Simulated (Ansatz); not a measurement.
Species: ReF2, net charge 0, sextet state. The spin state was set by rule; other spins were not relaxed. SMILES: [F][Re][F]
Geometry: optimised at B3LYP-D3(BJ)/def2-TZVP (Ansatz, a program for electronic structure).

Quantity: atomisation energy (electronic, to ground-state atoms), in kcal/mol. Correlated levels leave the core frozen unless marked. Open shells are spin-unrestricted. Spin-orbit coupling is left out. The frozen core is the preceding noble-gas configuration, with the filled d and f shells of earlier blocks. Past Kr the def2 sets carry scalar-relativistic core potentials. The coupled-cluster limit lacks core correlation, which all-electron functionals hold. Basis-set limits of correlation are two-point, X^-3; Hartree-Fock from the larger set. The bracket is a focal-point correction in the basis named.

```tsv
level	program	atomisation energy (kcal/mol)	minus last row
revPBE-D3(BJ)/def2-TZVPD	Ansatz + dftd3	232.9	7.2
r2SCAN/def2-TZVPD	Ansatz	237.1	11.4
PBE0-D4/def2-TZVP	Ansatz + dftd4	226.3	0.6
PBE0-D4/def2-TZVPD	Ansatz + dftd4	227.5	1.8
PBE0/def2-TZVPD	Ansatz	226.8	1.1
CAM-B3LYP-D3(BJ)/def2-TZVPD	Ansatz + dftd3	229.0	3.3
wB97X-V/def2-TZVPD	Ansatz	228.2	2.5
B2GP-PLYP-D4/def2-TZVPD	Ansatz + dftd4	223.7	-2.0
PBE-QIDH/def2-TZVPD	Ansatz	225.0	-0.7
MP2/def2-SVP	Ansatz	217.0	-8.7
MP2/def2-TZVPP	Ansatz	232.2	6.5
RI-MP2/def2-TZVPP	Ansatz	232.2	6.5
CCSD(T)/def2-SVPD	Ansatz	214.2	-11.5
RI-MP2/CBS(def2-TZVPP,def2-QZVPP)+[CCSD(T)-MP2]/def2-SVP	Ansatz	228.9	3.2
RI-MP2/CBS(def2-TZVPPD,def2-QZVPPD)+[CCSD(T)-MP2]/def2-TZVPPD	Ansatz	225.7	0.0
```
